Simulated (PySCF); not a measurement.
**A small calculation by hand: oscillator strength and radiative lifetime**

C₄H₄OSe, SMILES C=C1C[Se]C1=O.

Coordinates come from a PBE0-D3(BJ)/def2-SVP optimisation. The structure was generated by enumeration, and PubChem lists no compound with its InChIKey, so it may never have been made.

TDDFT-PBE/def2-SVPD in PySCF puts the first singlet state with f over 0.02 at 3.49 eV (vertical), with the transition dipole (0.061, 0.646, 0.000) in atomic units.

Q: Find the oscillator strength, the wavelength and the radiative lifetime that this transition would have in vacuum if emission retraced absorption.

A: 
|μ|² = 0.4210 au, so |μ| = 1.65 D. ΔE = 3.49/27.211 = 0.1283 hartree. f = (2/3) ΔE |μ|² = 0.036 (the program prints 0.036).
λ = 1239.84/3.49 = 355 nm; ν = 28149 cm⁻¹.
Einstein's coefficient A = 0.6670 ν² f s⁻¹ (ν in cm⁻¹) = 1.9e7 s⁻¹, so τ = 1/A = 53 ns. This state is S2; the lower singlet has f = 0.001. The figure is the radiative limit of this one transition; relaxation, internal conversion, crossing to triplets and a medium change what is measured.
